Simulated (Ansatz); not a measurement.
`FBF` + `C[SeH]` → `C[Se]BF` + H–F at 600 K and 1 bar (ligand exchange at a B–F bond).

Computed with Ansatz on PBE0-D4/def2-TZVP structures; ΔE is electronic, products minus reactants. CCSD(T)/CBS is the MP2 limit (def2-TZVPP, def2-QZVPP) plus CCSD(T) − MP2 in def2-TZVPP, frozen cores. This one scheme is used for every species. For Se outer-core shells are correlated without core-valence functions, which leaves a few kJ/mol of doubt a bond. Scalar relativity is left out up to krypton. Each species was taken in one conformer, which may not be the lowest.

```csv
species,CCSD(T)/CBS energy (Eh),H − E (kJ/mol),S (J/(mol·K))
`FBF`,-225.09427,73.4,279.9
`C[SeH]`,-2441.15625,149.5,312.9
`C[Se]BF`,-2565.82397,188.1,393.1
H–F,-100.39570,42.3,194.0
```

H − E and S are ideal-gas, rigid-rotor, harmonic terms from PBE0-D4/def2-TZVP, for one conformer and one mirror image of each species. 1 Eh = 2625.50 kJ/mol, R = 8.31446 J/(mol·K).

Problem. By hand: ΔE, ΔH, ΔS and ΔG.

Solution. ΔE = (-2565.82397) + (-100.39570) − (-225.09427) − (-2441.15625) = 0.03085 Eh = 81.0 kJ/mol. Δ(H − E) = 188.1 + 42.3 − 73.4 − 149.5 = 7.5, so ΔH = 88.5 kJ/mol. ΔS = 393.1 + 194.0 − 279.9 − 312.9 = -5.7 J/(mol·K). ΔG = 88.5 − 600 × (-5.7)/1000 = 91.9 kJ/mol.

Problem. By hand: the equilibrium constant, and the temperature at which ΔG would vanish if ΔH and ΔS stayed fixed.

Solution. log₁₀ K = −ΔG/(RT ln 10) = -8.0. ΔH and −TΔS have one sign here, so there is no such temperature. One of them is within its doubt of zero, so this could turn.

The number of gas molecules stays the same, so ΔS is small and ΔH decides. A doubt of 5 kJ/mol in ΔE shifts log₁₀ K by 0.4 here. Other conformers and mirror images would add mixing entropy, several J/(mol·K) or more a flexible species. These are equilibria of isolated gas molecules and say nothing of rates. Largest T1 diagnostic: 0.013 (customary marks: 0.02 for closed shells, 0.045 for open ones).
